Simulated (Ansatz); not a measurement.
Consider the substitution at a C–F bond: `C[SiH](S)CF` + HCl → `C[SiH](S)CCl` + H–F.

Computed with Ansatz on PBE0-D4/def2-TZVP structures; ΔE is electronic, products minus reactants. CCSD(T)/CBS is the MP2 limit (def2-TZVPP, def2-QZVPP) plus CCSD(T) − MP2 in def2-TZVPP, frozen cores. This one scheme is used for every species. DFT in def2-TZVPP. One conformer a species, not always the lowest.

`C[SiH](S)CF`:

```xyz
12

C    -0.505    0.704   -1.369
Si    0.352    0.510    0.271
S    -0.796    1.265    1.917
C     0.721   -1.319    0.599
F     1.413   -1.867   -0.481
H    -0.677    1.757   -1.596
H    -1.470    0.191   -1.369
H     0.110    0.269   -2.161
H     1.615    1.289    0.327
H    -1.891    0.542    1.625
H     1.330   -1.447    1.500
H    -0.202   -1.892    0.737
```

HCl:

```xyz
2

Cl    0.403   -0.119   -0.482
H    -0.403    0.119    0.482
```

`C[SiH](S)CCl`:

Cartesian coordinates in Å:
```
C -1.476 -0.845 -0.567
Si -0.055 -0.234 0.471
S -0.809 1.333 1.709
C 1.328 0.430 -0.627
Cl 2.679 1.021 0.381
H -2.275 -1.236 0.068
H -1.149 -1.651 -1.230
H -1.891 -0.041 -1.180
H 0.527 -1.328 1.290
H 0.403 1.638 2.206
H 1.728 -0.349 -1.278
H 0.991 1.263 -1.244
```

H–F:

Cartesian coordinates in Å:
```
F -0.320 -0.151 -0.293
H 0.320 0.151 0.293
```

(1) Is it downhill or uphill in electronic energy at CCSD(T)/CBS, and by how much? (Best estimate.)

(2) What do these levels give: PBE-D4, r2SCAN-D4, PBE0-D4, ωB97X-V, PBE0, MP2/def2-TZVPP? (Estimate.)

Largest T1 diagnostic among the species: 0.011.

Answers

(1) Ansatz gave: Downhill: ΔE = -45.8 kJ/mol.

(2) Computed: PBE-D4 -36.1, r2SCAN-D4 -33.3, PBE0-D4 -39.4, ωB97X-V -31.7, PBE0 -34.9, MP2/def2-TZVPP -51.4 kJ/mol.

In def2-TZVPP, CCSD(T) changes the Hartree–Fock value by −18.2 kJ/mol (the triples alone add −3.1 kJ/mol) and MP2 by −30.3 kJ/mol. From PBE to PBE0 (25 % exact exchange), in def2-TZVPP and without D4, ΔE moves by −3.9 kJ/mol. The D4 term adds −8.5 kJ/mol with B3LYP and −4.5 kJ/mol with PBE0; it sums over pairs of atoms, weighted by their polarisabilities, and B3LYP, whose exchange is more repulsive, gets the larger term.

B3LYP here is the variant with VWN-RPA as its local correlation; programs differ in this.
